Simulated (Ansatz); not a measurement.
The same path of H3P + H4Sn (9 atoms, charge 0, multiplicity 1) was run 3 times with different band settings. Lost on the way: Sn1–H2, P6–H9. Made: Sn1–P6, H2–H9.

Level of theory: Ansatz 0.2.0, RKS PBE/def2-SVP.

Relaxed end points:

```xyz
9
Properties=species:S:1:pos:R:3
Sn 0.569 -0.125 -0.249
H 0.770 -0.201 1.462
H 2.106 0.089 -1.002
H -0.457 1.202 -0.649
H -0.146 -1.592 -0.807
P -3.627 0.149 1.838
H -3.239 -0.244 0.506
H -3.387 -1.172 2.361
H -2.290 0.582 2.161
```

```xyz
9
Properties=species:S:1:pos:R:3
Sn -0.562 -0.238 -0.741
H -0.013 0.620 3.852
H 0.963 -0.236 0.075
H -0.637 1.114 -1.818
H -0.714 -1.701 -1.658
P -2.403 0.031 1.002
H -3.436 -0.315 0.054
H -2.268 -1.337 1.443
H -0.631 0.749 3.411
```

Common settings: spring 5.0 eV/Å²; optimiser quadratic models (default); start path through a guess of the saddle point; force threshold 0.05 eV/Å; iteration limit 60; end points relaxed.

| run | movable images | climbing image |
| --- | --- | --- |
| 1 | 7 | yes |
| 2 | 6 | no |
| 3 | 8 | no |

(1) What does each run give, and how far can it be trusted?

Answers

(1) Run 1: converged after 24 iterations, highest image 2.437 eV above the first end. A structure lower than the first end lies on the path between it and the top, so the climb from that side starts below the end, which may itself be a saddle point or a shallow side well. Neighbouring images differ by up to 2.3 eV, so the band resolves the path poorly. A vibrational analysis at the climbing image gives one clearly imaginary mode, 1714i cm⁻¹: a first-order saddle point.
Run 2: converged after 38 iterations, highest image 0.511 eV above the first end. The profile has 2 maxima (images 3, 5) with wells between them (image 4): this band takes more than one step, which may be the mechanism or a detour left from its start path. No image climbed, so the highest image needn't sit at the top of the path. A band with more images between the same ends climbed to 2.44 eV, so this one has probably stepped over the top.
Run 3: converged after 30 iterations, highest image 2.102 eV above the first end. Beside the main top the profile has a ripple of under 15 meV (maxima at images 4, 7), which may be a very shallow well or noise. Neighbouring images differ by up to 1.9 eV, so the band resolves the path poorly. No image climbed, so the highest image needn't sit at the top of the path.
The orbitals stay closed-shell, which can raise the energy where a bond breaks towards radicals; this wasn't checked here.
